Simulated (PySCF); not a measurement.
A structure optimised at PBE0-D3(BJ)/def2-SVP, used in a PySCF frequency run:

```xyz
10

Si     1.5993     0.3601     0.0710
C      0.1101    -0.7108    -0.3647
Si    -1.5537    -0.0124     0.1754
H      2.8953    -0.2965    -0.2945
H      1.5088     1.7076    -0.5758
H      0.0921    -0.8612    -1.4599
H      0.2421    -1.7055     0.0939
H     -2.6701    -0.9069    -0.2607
H     -1.7660     1.3396    -0.4271
H     -1.6014     0.1199     1.6636
```
Charge 0, spin multiplicity 2.

Problem. Write its SMILES and formula.

Solution. [SiH2]C[SiH3], CH7Si2

Problem. What are its rotational constants (standard atomic weights)?

Solution. 20.242, 2.9441, 2.7334 GHz
